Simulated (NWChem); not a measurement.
CdF2; SMILES [F][Cd][F]

Results from NWChem. Medium grid unless said otherwise, to which SCAN and Minnesota functionals are sensitive. Coordinates come from a PBE0/def2-SVP optimisation. def2 effective core potentials on Cd; no spin-orbit coupling.

For level PBE/def2-TZVP:

| Item | Value |
|---|---|
| highest occupied level (eV) | -8.16 |
| orbital gap (eV) | 4.81 |

Task: How do the values read with level M05-2X/def2-TZVP instead?

Result: The highest occupied level (eV) is -12.34 and the orbital gap (eV) is 10.94.
